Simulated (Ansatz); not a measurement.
Reaction (SMILES): O=[P] (O-P) → O atom + P atom
B3LYP-D3(BJ)/def2-TZVP geometries, fixed; electronic energies without zero-point terms.

How fast the atomisation energy converges with the basis for several methods (Ansatz, an electronic-structure program): deviation from each method's own reference, in kcal/mol. References: CCSD(T) 142.41 kcal/mol, Hartree-Fock in aug-cc-pV(Q+d)Z plus the correlation part extrapolated as X^-3 from aug-cc-pV(T+d)Z and aug-cc-pV(Q+d)Z; HF 62.48 kcal/mol, the value in pcseg-4; MP2 151.64 kcal/mol, Hartree-Fock in aug-cc-pV(Q+d)Z plus the correlation part extrapolated as X^-3 from aug-cc-pV(T+d)Z and aug-cc-pV(Q+d)Z; PBE 154.27 kcal/mol, the value in aug-cc-pV(5+d)Z; PBE0 139.84 kcal/mol, the value in aug-cc-pV(5+d)Z; r2SCAN 143.50 kcal/mol, the value in aug-cc-pV(5+d)Z. Cartesian d functions, on some or all atoms, in 6-31G**, 6-31+G*; all else is spherical. In correlated methods cores are frozen. Open shells are unrestricted. No added dispersion term, no relativity. 

```
basis            functions  CCSD(T)      HF     MP2  PBE    PBE0  r2SCAN
---------------  ---------  -------  ------  ------  ---  ------  ------
6-31G**                 34   -27.35  -16.38  -29.52  ___  -12.55  -12.29
6-31+G*                 42   -24.58  -14.14  -24.30  ___  -11.59  -11.39
def2-SVPD               47   -23.07   -9.83  -22.50  ___   -8.18   -9.20
aug-cc-pV(D+d)Z         55   -23.00  -10.06  -21.99  ___   -8.21   -8.58
pcseg-2                 64    -8.85   -3.64   -8.95  ___   -2.84   -2.93
def2-TZVP               68   -10.17   -2.20  -10.12  ___   -1.73   -1.90
jun-cc-pV(T+d)Z         87    -8.61   -1.41   -8.41  ___   -1.10   -1.03
aug-pcseg-2             96    -6.86   -1.48   -6.88  ___   -1.30   -1.32
aug-cc-pV(T+d)Z        101    -7.36   -1.25   -7.09  ___   -0.94   -0.81
cc-pV(Q+d)Z            119    -4.15   -0.83   -4.26  ___   -0.36   -0.52
aug-cc-pV(Q+d)Z        169    -2.80   -0.53   -2.69  ___   -0.22   -0.37
aug-pcseg-3            174    -2.70    0.09   -2.58  ___    0.07    0.03
```

Question: What belongs in the gaps?

Answer: 
- 6-31G**, PBE: -11.30
- 6-31+G*, PBE: -11.09
- def2-SVPD, PBE: -7.53
- aug-cc-pV(D+d)Z, PBE: -7.77
- pcseg-2, PBE: -2.70
- def2-TZVP, PBE: -1.56
- jun-cc-pV(T+d)Z, PBE: -1.08
- aug-pcseg-2, PBE: -1.31
- aug-cc-pV(T+d)Z, PBE: -0.92
- cc-pV(Q+d)Z, PBE: -0.18
- aug-cc-pV(Q+d)Z, PBE: -0.18
- aug-pcseg-3, PBE: 0.01

Mean absolute deviation over pcseg-2, def2-TZVP, jun-cc-pV(T+d)Z, aug-pcseg-2, aug-cc-pV(T+d)Z: PBE 1.51, PBE0 1.58, r2SCAN 1.60, HF 2.00, MP2 8.29, CCSD(T) 8.37 kcal/mol.
